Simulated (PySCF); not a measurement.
SMILES C[N]B(N(C)C)N(C)C, doublet (GFN2-xTB optimised geometry):

```
24

C      2.041     1.016     0.064
N      0.999     0.085     0.000
B     -0.362     0.085     0.000
N     -1.126    -1.111    -0.063
C     -2.561    -1.152    -0.036
C     -0.510    -2.407    -0.162
N     -1.106     1.389     0.000
C     -0.772     2.390     0.973
C     -1.449     1.940    -1.282
H      2.215     1.389     1.084
H      2.965     0.530    -0.277
H      1.878     1.883    -0.597
H     -2.915    -1.793     0.782
H     -2.965    -1.556    -0.974
H     -2.947    -0.147     0.113
H     -0.813    -2.916    -1.085
H     -0.795    -3.042     0.684
H      0.569    -2.275    -0.165
H      0.070     3.027     0.661
H     -1.636     3.042     1.138
H     -0.512     1.904     1.911
H     -1.728     1.135    -1.958
H     -2.293     2.630    -1.177
H     -0.615     2.500    -1.734
```

Calculation: unrestricted CAM-B3LYP/def2-SVP run with PySCF 2.14.0.

What are the frontier orbital energies (α orbitals alone; a β orbital can be the lowest empty one) and the dipole moment?

HOMO-2 -8.84 eV, HOMO-1 -7.41 eV, HOMO -6.94 eV, LUMO 2.39 eV, LUMO+1 3.04 eV; dipole moment 1.14 D.

On the same geometry unrestricted PBE/def2-SVP (PySCF) gives HOMO-2 -5.66 eV, HOMO-1 -4.76 eV, HOMO -4.10 eV, LUMO 0.63 eV, LUMO+1 1.15 eV; dipole moment 1.75 D.

Meta-Löwdin charges at CAM-B3LYP/def2-SVP: C1 -0.17, N2 -0.22, B3 0.18, N4 -0.21, C5 -0.18, C6 -0.17, N7 -0.23, C8 -0.17, C9 -0.17, H10 0.08, H11 0.11, H12 0.11, H13 0.08, H14 0.08, H15 0.11, H16 0.08, H17 0.08, H18 0.10, H19 0.07, H20 0.09, H21 0.10, H22 0.10, H23 0.09, H24 0.07.
